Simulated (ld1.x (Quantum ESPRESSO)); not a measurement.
# tin: excitation energies, all-electron against TM

ld1.x (Quantum ESPRESSO) 7.5 input, shortened:

```
&input
   title='Sn', zed=50., rel=2, dft='PW91', iswitch=3,
   config='[Kr] 4d10 5s2 5p1', rel_dist='average'
 /
 &inputp
   pseudotype=2, tm=.true., lloc=0,
   nlcc=.true., new_core_ps=.true.
 /
3
5P  2  1   1.00   0.00  1.90  1.90  0.0
4D  3  2  10.00   0.00  1.05  1.05  0.0
5S  1  0   2.00   0.00  1.95  1.95  0.0
 &test
   configts(1)='4d10 5s2 5p1'
 /
```

Open shells are filled in proportion to 2j + 1 (rel_dist='average').

Energies are relative to the spin-unpolarised reference configuration 4d10 5s2 5p1; without spin polarisation the order of configurations can differ from experiment.

| valence configuration | charge | ΔE all-electron (eV) | error AE − PS (meV) |
| --- | --- | --- | --- |
| 4d10 5s2 5p2 | 0 | -6.945 | +0.8 |
| 4d10 5s2 5p0 | +2 | 14.049 | -0.5 |
| 4d10 5s1 5p0 | +3 | 45.121 | -14 |
| 4d10 5s0 5p4 | 0 | 7.258 | -7.2 |
| 4d10 5s2 5p1.5 | +0.5 | -4.297 | +0.2 |
| 4d9 5s2 5p3 | 0 | 17.480 | -384 |

What are ΔE and the potential's error for 4d10 5s2 5p2.3?

ΔE = -7.811 eV all-electron; the error (AE − PS) is +1.4 meV.

Levels in the configuration 4d10 5s2 5p2:

```csv
level,all-electron (eV),pseudo (eV)
4d j=3/2,-26.482,-26.517
4d j=5/2,-25.439,-25.477
5s j=1/2,-10.615,-10.617
5p j=1/2,-4.051,-4.052
5p j=3/2,-3.601,-3.603
```
